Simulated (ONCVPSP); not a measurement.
## Ranking ONCV potentials for selenium (Se)

All share these settings but for the change named:

- Element: selenium (Se)
- Generator: ONCVPSP 4.0.1
- Type: optimised norm-conserving Vanderbilt (ONCV)
- Functional: LDA (Perdew-Wang 92)
- Relativity: scalar-relativistic
- Frozen core: [Ne]
- Valence charge: 24
- Reference configuration: 3s2 3p6 3d10 4s2 4p4
- Partial waves: 3s+4s: rc 1.00 bohr, ncon 4, nbas 7, qcut 11 1/bohr, 2 projectors; 3p+4p: rc 1.20 bohr, ncon 3, nbas 7, qcut 13.9 1/bohr, 2 projectors; 3d: rc 0.70 bohr, ncon 4, nbas 9, qcut 23.3 1/bohr, 2 projectors, debl 1.3 Ha
- Local potential: polynomial inside 0.55 bohr (lpopt 1, dvloc0 1 Ha)
- Core correction: polynomial model core, fcfact 0.45

In the d channel the program set the typed energies aside and used -1.962, 0.250 Ha.

Test errors are all-electron minus pseudo excitation energies from the reference, over 3s2 3p6 3d10 4s2 4p3; 3s2 3p6 3d10 4s2 4p2; 3s2 3p6 3d10 4s2 4p1; 3s1 3p6 3d10 4s2 4p4. None of these files shows a bound ghost.

The base gives 337.4 meV.

Of 5 variants that were run, those that failed, showed a ghost or another fault, or gave nearly equal values are left out.

(1) Rank these variants by their largest absolute test error, smallest first.
A. all radii but the core radius scaled by about 1.23 (s 1.24, p 1.48, d 0.86 bohr); local potential polynomial inside 0.68 bohr (lpopt 1, dvloc0 1 Ha)
B. all radii but the core radius scaled by about 1.32 (s 1.32, p 1.58, d 0.92 bohr); local potential polynomial inside 0.72 bohr (lpopt 1, dvloc0 1 Ha)
C. all radii but the core radius scaled by about 0.86 (s 0.86, p 1.04, d 0.60 bohr); local potential polynomial inside 0.48 bohr (lpopt 1, dvloc0 1 Ha)
D. all radii but the core radius scaled by about 0.80 (s 0.80, p 0.96, d 0.56 bohr); local potential polynomial inside 0.44 bohr (lpopt 1, dvloc0 1 Ha)

## Answers

(1) D (118.6 meV), C (170.6 meV), A (568.7 meV), B (661.2 meV).
